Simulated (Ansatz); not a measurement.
Program: Ansatz. Geometries: PBE0-D4/def2-TZVP. ΔE: electronic, gas phase. CBS: MP2 limit from def2 TZ/QZ plus the TZ coupled-cluster correction, frozen cores. This one scheme is used for every species. Functionals use def2-TZVPP. B3LYP here is the variant with VWN-RPA as its local correlation; programs differ in this. HSE06 is defined as in plane-wave codes. For Zn outer-core shells are correlated without core-valence functions, which leaves a few kJ/mol of doubt a bond. Scalar relativity is left out up to krypton. One conformer a species, not always the lowest.

`[BH2][Zn][NH2]` + SiH₄ → `[BH2][Zn][SiH3]` + NH₃  (formal exchange of groups at a Zn–N bond)

**Question.** Is it downhill or uphill in electronic energy at CCSD(T)/CBS, and by how much? (Estimate.)

**Answer.** Computed: Uphill: ΔE = +1.7 kcal/mol.

**Question.** What do these levels give: revPBE-D4, PBE0-D4, B3LYP-D4, HSE06-D4, BHLYP-D4, ωB97X-V, BLYP, B3LYP, r2SCAN0, HF/def2-SVP, CCSD/def2-SVP, HF/def2-QZVPP? (Estimate.)

**Answer.** Computed: revPBE-D4 -0.2, PBE0-D4 -1.2, B3LYP-D4 1.5, HSE06-D4 -1.3, BHLYP-D4 1.0, ωB97X-V 1.7, BLYP 2.7, B3LYP 1.7, r2SCAN0 0.6, HF/def2-SVP -2.0, CCSD/def2-SVP -1.6, HF/def2-QZVPP 1.7 kcal/mol.

Largest T1 diagnostic among the species: 0.016.

In def2-TZVPP, CCSD(T) changes the Hartree–Fock value by +1.0 kcal/mol (the triples alone add +0.2 kcal/mol) and MP2 by +3.4 kcal/mol. From BLYP to BHLYP (50 % exact exchange), in def2-TZVPP and without D4, ΔE moves by −1.2 kcal/mol.
